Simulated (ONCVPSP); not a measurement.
**Logarithmic derivatives: Cu (Z = 29), ONCV**

Cu, optimised norm-conserving Vanderbilt (ONCV), made with ONCVPSP 4.0.1 (PBE, scalar-relativistic). Core [Ne] 3s2, reference 3p6 3d10 4s1. Waves: 4s: rc 1.90 bohr, ncon 4, nbas 7, qcut 4.1 1/bohr, 1 projector; 3p: rc 0.65 bohr, ncon 4, nbas 7, qcut 15.4 1/bohr, 2 projectors, debl 2.4 Ha; 3d: rc 1.30 bohr, ncon 4, nbas 9, qcut 9.9 1/bohr, 2 projectors, debl 2.1 Ha. Local part: polynomial inside 0.60 bohr (lpopt 1, dvloc0 0 Ha). Core correction: none.

In the p channel the program set the typed energies aside and used -2.651, 0.250 Ha.

The phase is arctan(r·R′/R) of the radial function R(r), unwrapped; energies in Ha, scanned from -4 to 5 Ha. A pole is an energy at which the radial function vanishes at the test radius. The pseudo phase is shifted by a multiple of π to meet the all-electron one at the reference energy, and phase errors are pseudo minus all-electron; the curves can meet again beyond the range given. Levels narrower than the energy grid can be missing from the lists of poles.

**Question.** For each channel, where are the poles, and over which energies does the pseudopotential scatter like the atom?

**Answer.**

```
channel  radius (bohr)  reference energy (Ha)  poles, all-electron  poles, pseudo  unbroken range about the reference energy with phases within 0.05 rad  phase error 1 Ha above the reference energy (rad)
      s           1.93                  -0.17                 2.28     1.67, 4.48                                                              below 1.4                                             -0.024
      p           0.66                  -2.65                 none           none                                                        the whole range                                             +0.000
      d           1.32                  -0.19                 0.62           0.62                                                        the whole range                                             -0.000
```

Note: ghosts flagged at negative energy: s at -367.8 eV; no localised positive-energy state flagged. A true bound ghost makes a file unfit for plane-wave use.

Phases in the s channel:

```
E (Ha)  all-electron  pseudo
 -3.98         1.362   1.321
 -3.50         1.314   1.297
 -3.02         1.278   1.264
 -2.54         1.232   1.219
 -2.06         1.165   1.153
 -1.58         1.056   1.043
 -1.10         0.847   0.833
 -0.62         0.359   0.349
 -0.14        -0.517  -0.517
  0.34        -1.070  -1.080
  0.82        -1.308  -1.331
  1.30        -1.431  -1.476
  1.78        -1.510  -1.603
  2.26        -1.569  -1.851
  2.74        -1.620  -3.953
  3.22        -1.673  -4.513
  3.70        -1.735  -4.625
  4.18        -1.825  -4.684
  4.66        -1.989  -4.728
```
